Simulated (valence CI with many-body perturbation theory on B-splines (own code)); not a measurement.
# Cr11+: electric-dipole lines

Method: valence CI with perturbative core correlation (CI+MBPT): three valence electrons over a frozen Dirac-Fock core [Ne], a basis of 11 s, 11 p, 9 d, 7 f, 5 g, 2 h, 1 i functions for each j, with the one-electron correlation potential Σ1, the two-electron term Σ2, the three-electron term Σ3, Breit, model QED; selected CI, second order for the rest, scaled by the run's own slope (own B-spline code, finite nucleus).

No measured spectrum was set against this ion. As an estimate, levels of excited configurations hold to 0.05 to 0.15 % of their energy, terms of the ground configuration to about 0.5 %.

Lines 51 to 100 of 262 in falling wavelength, among levels below 119.82 eV, chosen from the strongest by gf and those to the six lowest levels. Wavelengths and rates use the calculated energies, so an error of 200 cm⁻¹ moves a line at 364.7 Å by 0.073 % and its rate by three times that or more. Electric multipoles are in the length gauge, E1 and E2 with the static RPA response of the core. Weak lines are less certain than strong ones. Lines between different terms over intervals too small for the method are left out, as are lines whose strength nearly cancels. Where a level lies close to another of its J and parity, the split of strength between their lines is uncertain. The highest levels of a list are the least certain.

Names give the largest LS component (configuration and term), which can be under half, so a name can repeat, a term be missing and a line seem to break the LS rules; names also repeat where a configuration has a term twice. Letters in brackets count levels of one name in rising energy.

```tsv
λ vac (Å)	Upper	Lower	A (s⁻¹)	log gf	Branch %
364.7	3p2.3d 2D_5/2 [a]	3s.3p.3d 2D°_5/2 [a]	1.94e+09	-0.64	4.6
362.6	3p2.3d 4F_7/2	3s.3p.3d 4F°_9/2	2.13e+09	-0.47	16.4
360.9	3p2.3d 4F_5/2	3s.3p.3d 4F°_7/2	2.92e+09	-0.47	22.6
360.9	3p2.3d 2D_3/2 [a]	3s.3p.3d 2D°_3/2 [a]	2.90e+09	-0.64	7.3
359.8	3p2.3d 4F_3/2	3s.3p.3d 4F°_5/2	2.79e+09	-0.66	21.7
356.9	3p2.3d 4F_9/2	3s.3p.3d 4F°_9/2	8.94e+09	0.23	68.3
356.8	3p2.3d 4F_3/2	3s.3p.3d 4F°_3/2 [b]	3.64e+09	-0.56	28.3
356.1	3p2.3d 4F_5/2	3s.3p.3d 4F°_5/2	5.43e+09	-0.21	42.0
356.0	3p2.3d 4F_3/2	3s.3p.3d 4F°_3/2 [a]	3.24e+09	-0.61	25.3
355.9	3p2.3d 4F_7/2	3s.3p.3d 4F°_7/2	6.17e+09	-0.03	47.3
354.7	3p2.3d 4P_5/2	3s.3p.3d 2D°_5/2 [a]	2.09e+09	-0.63	4.3
353.1	3p2.3d 4F_5/2	3s.3p.3d 4F°_3/2 [b]	9.35e+08	-0.98	7.2
351.1	3p2.3d 4F_7/2	3s.3p.3d 4F°_5/2	1.58e+09	-0.63	12.1
350.4	3p2.3d 4F_9/2	3s.3p.3d 4F°_7/2	1.23e+09	-0.64	9.4
349.5	3p2.3d 2P_3/2 [b]	3s.3p.3d 2F°_5/2 [a]	4.33e+09	-0.50	17.0
348.2	3p2.3d 2D_5/2 [a]	3s.3p.3d 4D°_7/2	3.72e+09	-0.39	8.8
345.5	3p2.3d 2D_3/2 [a]	3s.3p.3d 4D°_5/2	1.93e+09	-0.86	4.8
345.4	3p2.3d 2D_5/2 [b]	3s.3p.3d 2F°_7/2 [a]	8.63e+09	-0.03	46.3
344.7	3p3 2D°_3/2	3s.3p2 4P_5/2	2.04e+08	-1.84	6.0
342.4	3p3 2D°_5/2	3s.3p2 4P_5/2	4.18e+07	-2.36	1.3
341.1	3p2.3d 2D_3/2 [b]	3s.3p.3d 2F°_5/2 [a]	5.47e+09	-0.42	20.9
339.0	3p2.3d 4P_5/2	3s.3p.3d 4D°_7/2	6.79e+09	-0.15	13.9
338.8	3p2.3d 4P_3/2	3s.3p.3d 4D°_5/2	8.15e+09	-0.25	15.2
338.5	3s.3p.3d 2F°_7/2 [b]	3s2.3d 2D_5/2	1.75e+10	0.38	40.2
338.3	3p2.3d 4P_1/2	3s.3p.3d 4P°_3/2	9.82e+09	-0.47	17.1
338.1	3p2.3d 2F_5/2 [b]	3s.3p.3d 2F°_7/2 [a]	1.40e+09	-0.84	2.6
337.9	3p3 2P°_1/2	3s.3p2 2D_3/2	9.56e+09	-0.49	74.8
337.8	3p2.3d 4D_7/2	3s.3p.3d 4F°_9/2	6.87e+09	-0.03	44.5
337.7	3s.3p.3d 4F°_3/2 [a]	3s.3p2 2D_5/2	4.65e+09	-0.50	64.5
337.7	3p2.3d 4P_1/2	3s.3p.3d 4P°_1/2	3.94e+09	-0.87	6.8
337.5	3p2.3d 2D_5/2 [a]	3s.3p.3d 4P°_5/2	3.03e+09	-0.51	7.1
337.2	3p3 2D°_3/2	3s.3p2 4P_3/2	4.48e+07	-2.51	1.3
337.1	3s.3p.3d 4F°_3/2 [b]	3s.3p2 2D_5/2	3.10e+09	-0.67	56.2
336.4	3s.3p.3d 4F°_3/2 [a]	3s.3p2 2D_3/2	3.07e+08	-1.68	4.3
336.3	3p2.3d 4D_5/2	3s.3p.3d 4F°_7/2	6.47e+09	-0.18	40.9
335.8	3s.3p.3d 4F°_3/2 [b]	3s.3p2 2D_3/2	7.12e+08	-1.32	12.9
335.0	3p3 2D°_5/2	3s.3p2 4P_3/2	1.42e+06	-3.84	0.0
334.9	3s.3p.3d 2F°_5/2 [b]	3s2.3d 2D_3/2	1.75e+10	0.25	39.4
334.8	3p2.3d 4D_1/2	3s.3p.3d 4F°_3/2 [a]	4.84e+09	-0.79	28.6
334.6	3p2.3d 2F_7/2 [b]	3s.3p.3d 2F°_7/2 [a]	7.10e+09	-0.02	12.8
334.2	3p2.3d 2D_5/2 [b]	3s.3p.3d 2F°_5/2 [a]	1.52e+09	-0.81	8.2
333.1	3s.3p.3d 4F°_5/2	3s.3p2 2D_3/2	2.37e+05	-4.63	0.1
332.6	3p2.3d 4D_3/2	3s.3p.3d 4F°_5/2	6.01e+09	-0.40	36.1
332.1	3p2.3d 4D_5/2	3s.3p.3d 4F°_5/2	2.90e+09	-0.54	18.3
331.9	3p2.3d 4D_7/2	3s.3p.3d 4F°_7/2	1.93e+09	-0.59	12.5
331.9	3p3 4S°_3/2	3s.3p2 4P_5/2	1.34e+10	-0.05	47.7
331.9	3p2.3d 4P_3/2	3s.3p.3d 4D°_1/2	1.71e+09	-0.95	3.2
331.8	3p3 2D°_3/2	3s.3p2 4P_1/2	7.26e+07	-2.32	2.1
331.5	3p2.3d 4P_1/2	3s.3p.3d 4D°_1/2	4.48e+09	-0.83	7.8
331.5	3s.3p2 2S_1/2	3s2.3p 2P°_3/2	2.04e+09	-1.17	15.0
```
